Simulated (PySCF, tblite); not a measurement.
Isomers of [C8H11FP]+ (charge +1), one GFN2-xTB conformer each. Single-point energies are computed at PBE0/pcSseg-1 (PySCF, gas phase, no added dispersion term), electronic only.

Question: Rank them by PBE0/pcSseg-1 energy, lowest first (kcal/mol).
A. `[CH2:1]=[CH:2][C:3]1=[C:4]([CH3:5])[PH2+:6][C:7]([CH3:8])=[C:9]1[F:10]` (charge +1) with C1–C2–C3–C4 -177°
B. `[CH3:1][PH+:2]([CH3:3])[c:4]1[cH:5][cH:6][c:7]([F:8])[cH:9][cH:10]1` (charge +1) with C1–P2–C4–C5 118°

Answer: B (0.0), A (53.2).

GFN2-xTB itself gives, in the same order: 0.0, 44.2. Both levels put the same isomer lowest.

Q: Which frontier levels and rotational constants go with these structures?

A: 
```tsv
SMILES	HOMO (eV, PBE0/pcSseg-1)	LUMO (eV)	A, B, C (MHz)
C[PH+](C)c1ccc(F)cc1	-11.48	-5.12	2848, 567.7, 548.2
C=CC1=C(C)[PH2+]C(C)=C1F	-10.91	-6.77	1380, 1140, 633.1
```

Q: What happens when harmonic zero-point energies from GFN2-xTB frequencies are added?

A: 
| SMILES | ZPE (kcal/mol) | electronic (kcal/mol) | with ZPE (kcal/mol) |
| --- | --- | --- | --- |
| C[PH+](C)c1ccc(F)cc1 | 101.8 | 0.0 | 0.0 |
| C=CC1=C(C)[PH2+]C(C)=C1F | 100.5 | 53.2 | 52.0 |

The zero-point energies span 1.3 kcal/mol. The order is unchanged.
